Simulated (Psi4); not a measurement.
Psi4 input (wB97X-D/6-31G*):

```
memory 1500 MB

molecule {
1 2
C     1.48334200   -1.07746400    0.13514900
Si   -0.01068500    0.03828200   -0.00162400
C    -1.51970100   -0.89943400   -0.54427400
O    -0.25223400    0.80115300    1.45177100
O     0.20998800    1.22327000   -1.12641800
H     1.32833700   -1.86924300    0.87305700
H     2.37441000   -0.51637700    0.42695600
H     1.69263000   -1.55802300   -0.82309500
H    -1.38400100   -1.31289100   -1.54594000
H    -1.73548200   -1.72672600    0.13562800
H    -2.39033600   -0.24156100   -0.56529200
H     0.07530400    0.37536600    2.24645900
H     0.74484600    1.97951500   -0.87311500
symmetry c1
no_reorient
no_com
}

set {
  basis 6-31G*
  reference uks
  scf_type pk
  dft_radial_points 99
  dft_spherical_points 590
  e_convergence 1e-8
  d_convergence 1e-7
  maxiter 150
}

e = energy('wb97x-d')
print_out(f'\nFINAL {e:.10f} DIPOLE {variable("CURRENT DIPOLE")[0]:.6f} {variable("CURRENT DIPOLE")[1]:.6f} {variable("CURRENT DIPOLE")[2]:.6f}\n')
```

From the output:

```
  HONO-1 :   24  A 1.9983811
  HONO-0 :   25  A 1.0000000
  LUNO+0 :   26  A 0.0016189
  LUNO+1 :   27  A 0.0011437
  LUNO+2 :   28  A 0.0005111
  LUNO+3 :   29  A 0.0000699

Computation Completed

Properties will be evaluated at   0.000000,   0.000000,   0.000000 [a0]

Properties computed using the SCF density matrix

 Multipole Moments:

 ------------------------------------------------------------------------------------
     Multipole            Electronic (a.u.)      Nuclear  (a.u.)        Total (a.u.)
 ------------------------------------------------------------------------------------

 L = 1.  Multiply by 2.5417464519 to convert [e a0] to [Debye]
 Dipole X            :          0.6395093           -0.0000076            0.6395017
 Dipole Y            :         -0.8758549            0.0000076           -0.8758473
 Dipole Z            :          0.5105629           -0.0000076            0.5105553
 Magnitude           :                                                    1.1986399

 ------------------------------------------------------------------------------------

FINAL -520.6166682797 DIPOLE 0.639502 -0.875847 0.510555

*** Psi4 exiting successfully. Buy a developer a beer!
```

The dipole moment of an ion depends on the origin.

The geometry given is a B3LYP-D3(BJ)/def2-TZVP minimum of the species of charge 0 and multiplicity 1, not of this state.
